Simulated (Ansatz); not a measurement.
A made-up structure of SnSiH4F (charge +1), closed shell:

| atom | x (Å) | y (Å) | z (Å) |
| --- | --- | --- | --- |
| F1 | -2.4392 | -0.5219 | 0.5935 |
| Si2 | 1.1358 | 0.2220 | 0.7711 |
| Sn3 | -0.9841 | -0.1914 | -0.7232 |
| H4 | -0.6112 | -1.5718 | -1.6426 |
| H5 | -1.2019 | 1.2575 | -1.5853 |
| H6 | 1.1341 | 0.1972 | 2.1908 |
| H7 | 2.4298 | 0.4990 | 0.2560 |

It is relaxed with PBE-D4/def2-SVP and then PBE0-D4/def2-TZVP (Ansatz 0.2.0). Atoms count as bonded within 1.22 times the sum of their covalent radii (H–H: 0.88 Å). The end point is not checked to be a true minimum.

Q: Does its bonding change? (Judge from chemistry; the calculation decides.)

A: The calculation gives: No: no bond forms or breaks.

Where it ends: The first stage lowers the energy by 0.22 eV in 8 steps. It ends as SnSiH₄F ([F][SnH2][SiH2]), total charge +1:
F1  (-2.114, -0.455, 0.648)
Si2  (1.123, 0.220, 0.744)
Sn3  (-0.971, -0.186, -0.847)
H4  (-0.733, -1.646, -1.657)
H5  (-1.344, 1.278, -1.599)
H6  (0.980, 0.164, 2.219)
H7  (2.522, 0.517, 0.351)
(Å)

Labels in which every atom is bracketed show which atoms are joined, not bond orders.

For scale, one of the runs: PBE0-D4/def2-TZVP relaxation, 142 basis functions, launched by `ansatz run in.yaml --threads 2 --pin off --events-out ev --progress --plain --max-ram 4352MiB`. Hardware: 2 CPU threads of an Intel Xeon, shared host. Wall time about 42 s.
